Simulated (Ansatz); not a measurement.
Ansatz (a program for electronic structure) input:

Ansatz 0.2 input:
```yaml
crystal:
  periodic: [false, false, false]
  atoms:
    - {symbol: F, position_ang: [-1.36853232, 0.02754477, -1.59234489]}
    - {symbol: C, position_ang: [-1.07768948, 0.03619041, -0.29550993]}
    - {symbol: Cl, position_ang: [-1.90588858, -1.19689563, 0.57703619]}
    - {symbol: I, position_ang: [0.96571761, 0.37513548, 0.11876507]}
basis:
  gaussian:
    orbitals: def2-TZVPD
hamiltonian:
  xc: {name: HSE06}
magnetization: {spin_polarized: true, initial_magnetization: 1}
output: {forces: true}
```

Problem. Which total energy does the run end on?

Solution. -895.56963 Eh (HSE06/def2-TZVPD). The basis has 182 functions.

It need not be the lowest isomer of its formula.
